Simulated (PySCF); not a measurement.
I3Sb, SMILES [I][Sb-]([I])[I], charge -1, multiplicity 2.

Geometry: PBE0-D3(BJ)/def2-SVPD. The def2 effective core potentials stand for the cores of I, Sb; spin–orbit coupling is left out.

Method: ωB97X/def2-SVPD (PySCF).

The molecule is in vacuum.

Question: Estimate the frontier levels, dipole moment and polarisability. (An estimate is asked for; the answer gives what the named calculation found.)

Answer: 
The α spin, highest occupied and lowest empty level is -4.46 and 2.78 eV. The β spin, highest occupied and lowest empty level is -4.70 and 1.68 eV and the dipole moment about the centre of nuclear charge is 1.01 D. The mean static polarisability is 205.7 bohr³ (30.48 Å³). The polarisability, principal values comes out as 129.0, 190.2, 297.9 bohr³. The ⟨S²⟩ is 0.755 (pure state 0.75).
